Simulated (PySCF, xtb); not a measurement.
Si(H)(OH)(SH)2 (H4OS2Si), SMILES O[SiH](S)S. Other conformers were not sampled.

Harmonic wavenumbers (cm⁻¹) from xtb with GFN2-xTB at its own minimum, in rising order: 80, 126, 154, 161, 231, 233, 463, 551, 652, 661, 706, 726, 788, 929, 2344, 2492, 2499, 3656.

### Question
What does PBE-D3(BJ)/def2-SVP in PySCF give at its own minimum? (An estimate is asked for; the answer gives what the named calculation found.)

### Answer
99, 144, 188, 223, 259, 277, 469, 539, 667, 708, 739, 818, 821, 903, 2144, 2610, 2614, 3745. Paired by order, the mean absolute difference is 55 cm⁻¹ and the zero-point energies are 25.0 and 25.7 kcal/mol.
